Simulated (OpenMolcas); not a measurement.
Ce3+ among 8 point charges of -1 e arranged as a cube (Oh), 2.94 Å from the ion.

```json
{
  "Program": "OpenMolcas 26.06",
  "Method": "SS-CASPT2, IPEA 0.25 Eh, imaginary shift 0.1 Eh (closed shells correlated: 5s 5p)",
  "Basis": "ANO-RCC-VDZP [7s6p4d2f1g]",
  "Scalar Hamiltonian": "DKH2, point nucleus",
  "Active space": "1 electron in 7 orbitals (4f)",
  "State averaging": "2S+1 = 2 odd, 7 roots",
  "Spin-orbit coupling": "RASSI with atomic mean-field integrals over the reference wave functions"
}
```

What is the spin-free ground state (labels of O, the rotations of Oh)?

2T1, 3-fold in its orbital part, 100 % from free-ion F terms; it has the highest spin that f1 allows.

Where is the first state of the same spin?

2T2 at 48.7 cm-1 above the ground state.

What are the lowest two levels with spin-orbit coupling?

A 4-fold level Γ8, then a 2-fold level Γ7 210 cm-1 above it. Their leading multiplicities are 2 (100 %) and 2 (100 %).

What is χT at 300 K, and how does it compare with the textbook value?

Hund's rules give f1 the level 2F5/2 with g = 0.857, so an isolated free-ion multiplet has χT = g² J(J+1) / 8 = 0.804 cm3 K/mol. The computed 0.782 at 300 K differs by -3 %, through the field's splitting, the mixing of terms and any other multiplet in reach.

Roots that are degenerate in the reference are averaged as groups; the widest CASPT2 spread within a group is 96 cm-1 (the 3-fold group of multiplicity 2 near 0 cm-1 above the lowest state of its run). Shifts and gaps below about the spread of the groups concerned are not significant. Point charges carry no covalency, so the field is a model and not that of real ligands. No measured value stands beside these numbers.
